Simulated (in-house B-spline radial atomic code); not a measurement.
Ionising Ge VI (Ge5+) with different functionals

Computed with an all-electron radial atomic-structure program (B-spline basis): four-component Dirac-Coulomb Hamiltonian, Fermi nucleus of rms radius 4.0742 fm, spin-restricted, spherical fractional occupations for the functionals. The ionisation energy is the difference of two self-consistent energies, [Ar] 3d9 → [Ar] 3d8, without Breit or QED terms; ε is the level of the shell that loses the electron (mean over j). The electron is taken from both j subshells in proportion to 2j + 1, so the result is a j average, not the step between ground levels.

Hybrids are left out here: with spherical fractional occupations of an open shell their exact exchange keeps a self-interaction that integer-occupation calculations don't have.

```tsv
method	rung	ΔSCF (eV)	-ε(3d) (eV)
LDA VWN5	LDA	118.74	104.66
relativistic LDA	LDA	118.75	104.67
LDA PW92	LDA	118.72	104.65
LDA exchange-only	LDA	116.64	102.60
PBE	GGA	?	?
PBEsol	GGA	118.36	104.28
BLYP	GGA	?	?
RPBE	GGA	118.31	104.22
PW91	GGA	118.56	104.47
BP86	GGA	118.46	104.37
AM05	GGA	118.40	104.31
OLYP	GGA	119.00	104.85
```

What does BLYP give?

ΔSCF 118.32 eV, and -ε(3d) = 104.25 eV.

What does PBE give?

ΔSCF 118.41 eV, and -ε(3d) = 104.32 eV.

How do they compare with the NIST value?

NIST lists 115.9 eV ± 0.12 (semi-empirical, ground level to ground level). Errors run from +0.74 to +3.10 eV. The correlated functionals all miss on the same side by more than they spread, so the cause is common to them (Breit-QED terms, spin polarisation, the choice among j levels, multiplet and fine-structure energies, or a listed next ion that isn't the cheapest removal here) and closeness doesn't rank the functionals.
